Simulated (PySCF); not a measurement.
**Ionisation energy of Ge²⁺ by level of theory**

Ge²⁺ [Ar] 3d10 4s2 (1S) → Ge³⁺ [Ar] 3d10 4s1 (2S), as a difference of total energies. Computed with PySCF 2.14 in aug-cc-pVQZ-DK, with scalar relativity by spin-free X2C-1e. Correlated levels: valence: [Ar] 3d10 frozen. The calculations carry no spin-orbit coupling.

```json
{"method": "UHF", "ionisation energy (eV)": "32.195", "error (eV)": "-1.863"}
{"method": "MP2 (valence)", "ionisation energy (eV)": "33.010", "error (eV)": "-1.048"}
{"method": "SCS-MP2 (valence)", "ionisation energy (eV)": "33.173", "error (eV)": "-0.885"}
{"method": "CCSD (valence)", "ionisation energy (eV)": "33.291", "error (eV)": "-0.767"}
```

Reference: 34.058 eV (measured; NIST Atomic Spectra Database, ionization energies).

Errors of the correlated levels include the incompleteness of this basis and the frozen core.

With two correlated electrons CCSD is exact in that space.
